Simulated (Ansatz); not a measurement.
Consider the substitution at a C–F bond: `F[C@H]1[SiH2][C@@H]1Cl` + HCl → `Cl[C@@H]1[SiH2][C@H]1Cl` + H–F.

Computed with Ansatz on PBE0-D4/def2-TZVP structures; ΔE is electronic, products minus reactants. CCSD(T)/CBS adds triple-zeta CCSD(T) − MP2 to the extrapolated MP2 energy (def2 sets, frozen cores). This one scheme is used for every species. DFT in def2-TZVPP.

(1) Is it downhill or uphill in electronic energy at CCSD(T)/CBS, and by how much? (Best estimate.)

(2) What do these levels give: PBE-D4, PBE0-D4, ωB97X-V, PBE0, MP2/CBS(def2), CCSD/CBS(def2)? (Estimate.)

Largest T1 diagnostic among the species: 0.012.

## Answers

(1) The calculation gave: Downhill: ΔE = -40.1 kJ/mol.

(2) Computed: PBE-D4 -28.3, PBE0-D4 -31.4, ωB97X-V -25.2, PBE0 -27.4, MP2/CBS(def2) -53.6, CCSD/CBS(def2) -37.4 kJ/mol.

The D4 term adds −7.6 kJ/mol with B3LYP and −4.0 kJ/mol with PBE0; it sums over pairs of atoms, weighted by their polarisabilities, and B3LYP, whose exchange is more repulsive, gets the larger term. In def2-TZVPP, CCSD(T) changes the Hartree–Fock value by −16.1 kJ/mol (the triples alone add −2.7 kJ/mol) and MP2 by −29.7 kJ/mol. From PBE to PBE0 (25 % exact exchange), in def2-TZVPP and without D4, ΔE moves by −3.7 kJ/mol.

B3LYP here is the variant with VWN-RPA as its local correlation; programs differ in this.
